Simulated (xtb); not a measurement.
H4Sn, singlet, geometry from GFN2-xTB (such geometries of metal compounds can be far from the true shape); xtb with GFN0-xTB.

Here is a job for xtb.
```
$ xtb mol.xyz --gfn 0 --hess --json

# file mol.xyz
5

Sn     0.00000000    -0.00000000    -0.00000000
H     -1.09244291     1.12690418    -0.47060308
H      0.23178506    -1.07625557    -1.21357383
H     -0.56018288    -0.78368680     1.32545915
H      1.42084073     0.73303819     0.35871776
```

What the program printed (banner, timings and long lists left out):

```
   ID    Z sym.   atoms
    1   50 Sn     1
    2    1 H      2-5

           -------------------------------------------------
          |                Calculation Setup                |
           -------------------------------------------------

           -------------------------------------------------
          |                 G F N 0 - x T B                 |
           -------------------------------------------------

          ...................................................
          :                      SETUP                      :
          :.................................................:
          :  # basis functions                  18          :
          :  # atomic orbitals                  17          :
          :  # shells                           11          :
          :  # electrons                         8          :
          :  electronic temp.          300.0000000     K    :
          :  accuracy                    1.0000000          :
          :  -> integral cutoff          0.2500000E+02      :
          :  -> integral neglect         0.1000000E-07      :
          ...................................................

         :::::::::::::::::::::::::::::::::::::::::::::::::::::
         ::                     SUMMARY                     ::
         :::::::::::::::::::::::::::::::::::::::::::::::::::::
         :: total energy              -4.686885013749 Eh    ::
         :: gradient norm              0.004630126830 Eh/a0 ::
         :: HOMO-LUMO gap              9.834952001269 eV    ::
         ::.................................................::
         :: H0 energy                 -4.710297360672 Eh    ::
         :: repulsion energy           0.034205244178 Eh    ::
         :: electrostat energy        -0.010256130302 Eh    ::
         :: -> Gsolv                   0.000000000000 Eh    ::
         ::    -> Gsasa                0.000000000000 Eh    ::
         ::    -> Gshift               0.000000000000 Eh    ::
         :: dispersion energy         -0.000536766953 Eh    ::
         :: short-range corr.          0.000000000000 Eh    ::
         :: add. restraining           0.000000000000 Eh    ::
         :: total charge              -0.000000000000 e     ::
         :::::::::::::::::::::::::::::::::::::::::::::::::::::

           -------------------------------------------------
          |                Numerical Hessian                |
           -------------------------------------------------
step length          :   0.00500
SCC accuracy         :   0.30000
Hessian scale factor :   1.00000
frozen atoms in %    :   0.00000    0
RMS gradient         :   0.00463 !! INCOMPLETELY OPTIMIZED GEOMETRY !!
estimated CPU  time      0.00 min

writing file <hessian>.

 projected vibrational frequencies (cm⁻¹)
eigval :       -0.00    -0.00     0.00     0.00     0.00     0.00
eigval :      658.09   658.10   658.11   829.61   829.62  2206.05
eigval :     2251.08  2251.08  2251.09
           -------------------------------------------------
          |                Property Printout                |
           -------------------------------------------------

    * Orbital Energies and Occupations

         #    Occupation            Energy/Eh            Energy/eV
      -------------------------------------------------------------
         1        2.0000           -0.7985471             -21.7296
         2        2.0000           -0.5188672             -14.1191
         3        2.0000           -0.5188672             -14.1191
         4        2.0000           -0.5188672             -14.1191 (HOMO)
         5                         -0.1574394              -4.2841 (LUMO)
         6                         -0.1574394              -4.2841
         7                         -0.1574394              -4.2841
         8                         -0.1135802              -3.0907
         9                         -0.1063011              -2.8926
        10                         -0.1063011              -2.8926
        11                         -0.1063011              -2.8926
        12                         -0.0818213              -2.2265
        13                         -0.0818213              -2.2265
        14                          0.1556872               4.2365
        15                          0.9884090              26.8960
       ...                                ...                  ...
        17                          0.9884090              26.8960
      -------------------------------------------------------------
                  HL-Gap            0.3614278 Eh            9.8350 eV
             Fermi-level            0.0000000 Eh            0.0000 eV

     #   Z          covCN         q      C6AA      α(0)
     1  50 Sn       3.749     0.362   316.257    32.425
     2   1 H        0.937    -0.091     5.237     3.578
     3   1 H        0.937    -0.091     5.237     3.578
     4   1 H        0.937    -0.091     5.237     3.578
     5   1 H        0.937    -0.091     5.237     3.578

 Mol. C6AA /au·bohr⁶  :        722.628506
 Mol. C8AA /au·bohr⁸  :      53271.505644
 Mol. α(0) /au        :         46.736959
Molecule has the following symmetry elements: 4*(C3) 3*(C2) 3*(S4) 6*(sigma)
It seems to be the Td point group

Wiberg/Mayer (AO) data.
largest (>0.10) Wiberg bond orders for each atom

 ---------------------------------------------------------------------------
     #   Z sym  total        # sym  WBO       # sym  WBO       # sym  WBO
 ---------------------------------------------------------------------------
     1  50 Sn   3.292 --     5 H    0.823     2 H    0.823     3 H    0.823
                             4 H    0.823
     2   1 H    0.991 --     1 Sn   0.823
     3   1 H    0.991 --     1 Sn   0.823
     4   1 H    0.991 --     1 Sn   0.823
     5   1 H    0.991 --     1 Sn   0.823
 ---------------------------------------------------------------------------

Topologies differ in total number of bonds
Writing topology from bond orders to xtbtopo.mol

 dipole moment from electron density (au)
     X       Y       Z
   0.0000   0.0000  -0.0000  total (Debye):    0.000

           -------------------------------------------------
          |               Frequency Printout                |
           -------------------------------------------------
 projected vibrational frequencies (cm⁻¹)
eigval :       -0.00    -0.00     0.00     0.00     0.00     0.00
eigval :      658.09   658.10   658.11   829.61   829.62  2206.05
eigval :     2251.08  2251.08  2251.09
 reduced masses (amu)
   1: 14.74   2:108.00   3:108.10   4:112.50   5:  1.28   6:  2.94   7:  3.78   8:  3.78
   9:  3.78  10:  1.01  11:  1.01  12:  1.01  13:  2.10  14:  2.10  15:  2.10
 IR intensities (km·mol⁻¹)
   1:  0.00   2:  0.00   3:  0.00   4:  0.00   5:  0.00   6:  0.00   7: 13.99   8: 13.99
   9: 13.99  10:  0.00  11:  0.00  12:  0.00  13:  2.80  14:  2.80  15:  2.80
 Raman intensities (Ä⁴*amu⁻¹)
   1:  0.00   2:  0.00   3:  0.00   4:  0.00   5:  0.00   6:  0.00   7:  0.00   8:  0.00
   9:  0.00  10:  0.00  11:  0.00  12:  0.00  13:  0.00  14:  0.00  15:  0.00
 output can be read by thermo (or use thermo option).
 writing <g98.out> molden fake output.
 recommended (thermochemical) frequency scaling factor: 1.0
           -------------------------------------------------
          |             Thermodynamic Functions             |
           -------------------------------------------------

td  symmetry found (for desy threshold:  0.10E+00) used in thermo

          ...................................................
          :                      SETUP                      :
          :.................................................:
          :  # frequencies                           9      :
          :  # imaginary freq.                       0      :
          :  linear?                             false      :
          :  only rotor calc.                    false      :
          :  symmetry                               td      :
          :  rotational number                      12      :
          :  scaling factor                  1.0000000      :
          :  rotor cutoff                   50.0000000 cm⁻¹ :
          :  imag. cutoff                  -20.0000000 cm⁻¹ :
          :.................................................:

    mode    ω/cm⁻¹     T·S(HO)/kcal·mol⁻¹    T·S(FR)/kcal·mol⁻¹   T·S(vib)
   ------------------------------------------------------------------------
   ------------------------------------------------------------------------

   temp. (K)  partition function   enthalpy   heat capacity  entropy
                                   cal/mol     cal/K/mol   cal/K/mol   J/K/mol
 298.15  VIB   1.18                  334.737      3.960      1.450
         ROT   123.                  888.752      2.981     12.550
         INT   146.                 1223.489      6.941     14.001
         TR   0.132E+28             1481.254      4.968     40.311
         TOT                        2704.7434    11.9089    54.3115   227.2393

       T/K    H(0)-H(T)+PV         H(T)/Eh          T*S/Eh         G(T)/Eh
   ------------------------------------------------------------------------
    298.15    0.431028E-02    0.329989E-01    0.258051E-01    0.719371E-02
   ------------------------------------------------------------------------

         :::::::::::::::::::::::::::::::::::::::::::::::::::::
         ::                  THERMODYNAMIC                  ::
         :::::::::::::::::::::::::::::::::::::::::::::::::::::
         :: total free energy          -4.679691301220 Eh   ::
         ::.................................................::
         :: total energy               -4.686885013749 Eh   ::
         :: zero point energy           0.028688575559 Eh   ::
         :: G(RRHO) w/o ZPVE           -0.021494863031 Eh   ::
         :: G(RRHO) contrib.            0.007193712529 Eh   ::
         :::::::::::::::::::::::::::::::::::::::::::::::::::::

           -------------------------------------------------
          | TOTAL ENERGY               -4.686885013749 Eh   |
          | TOTAL ENTHALPY             -4.653886155240 Eh   |
          | TOTAL FREE ENERGY          -4.679691301220 Eh   |
          | GRADIENT NORM               0.004630126830 Eh/α |
          | HOMO-LUMO GAP               9.834952001269 eV   |
           -------------------------------------------------
########################################################################
[WARNING] Runtime exception occurred
-1- hessian_numhess: Hessian on incompletely optimized geometry!
########################################################################

normal termination of xtb
```
